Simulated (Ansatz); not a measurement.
Born–Oppenheimer molecular dynamics of AlGeH5Te (8 atoms, charge 0, multiplicity 1). It starts at the highest image of a converged band, a first-order saddle point between two minima.

All numbers below come from RKS B3LYP-D4/def2-mTZVP (Ansatz 0.2.0).

```
ensemble                      : NVE (velocity Verlet)
time step                     : 0.5 fs
steps asked                   : 200
starting velocities drawn for : 300 K
seed                          : 9484
```

First frame:

```xyz
8
Properties=species:S:1:pos:R:3
Ge -0.994 1.243 -0.162
Al 0.314 -0.851 0.088
Te 0.621 -3.267 0.254
H -2.503 0.945 -0.073
H -0.700 1.893 -1.530
H -0.622 2.254 0.941
H 2.033 -0.606 0.185
H 1.943 -1.668 0.241
```

(1) What does the run give?

(2) What happens to the structure?

(3) How do temperature and energy run in time?

Answers

(1) All steps were run.

```yaml
steps_done: 200
time_covered: 100 fs
mean_temperature_over_the_second_half: 1493 K
spread_of_the_potential_energy_over_the_second_half: 3.8 meV per atom
mean_potential_energy_of_the_second_half_above_the_start: -115.6 meV per atom
```

The conserved energy stayed within 0.096 meV per atom of its start (net change 0.049 meV per atom), so the integration is sound. The kinetic energy rose, since the run started high on the potential surface and went downhill. It ends in pieces (AlGeH3Te + H2), so much of that is their flight and rotation, not heat. A run of 0.1 ps of so small a system gives no equilibrium averages. The orbitals stay closed-shell, which can raise the energy where a bond breaks towards radicals; this wasn't checked here.

(2) Between its relaxed ends the band would form H7–H8 and break Al2–H7, Te3–H8. These pairs go: H7–H8 1.07 → 0.73 Å, Al2–H7 1.74 → 9.72 Å, Te3–H8 2.07 → 10.74 Å. In the last frame they stand as after the step (other bonds may differ from the relaxed reactants and products). Also parted: Al2–H8 1.83 → 10.04 Å. It ends as AlGeH3Te + H2. Pairs count as bonded within 1.25 times the sum of covalent radii (0.12 Å more for H–H). This is one draw of velocities; another would differ in detail.

(3) 
```csv
time (fs),T (K),potential energy less start (eV),conserved less start (meV/atom)
0,300,0.000,0.00
5,182,0.092,0.07
10,282,0.014,0.03
15,612,-0.242,-0.01
20,999,-0.542,0.05
25,1350,-0.814,0.01
30,1460,-0.900,0.02
35,1466,-0.904,0.03
40,1518,-0.944,0.02
45,1461,-0.900,0.06
50,1464,-0.903,0.02
55,1530,-0.954,0.02
60,1509,-0.937,0.08
65,1540,-0.962,0.00
70,1495,-0.926,0.03
75,1414,-0.863,0.09
80,1482,-0.917,-0.01
85,1472,-0.908,0.04
90,1473,-0.909,0.08
95,1551,-0.970,-0.03
100,1470,-0.907,0.05
```

Run time: 9.2 min on 2 threads of AMD EPYC 7R43 64-Core Processor (Zen 3), with other jobs on the host, peak memory 0.29 GiB.
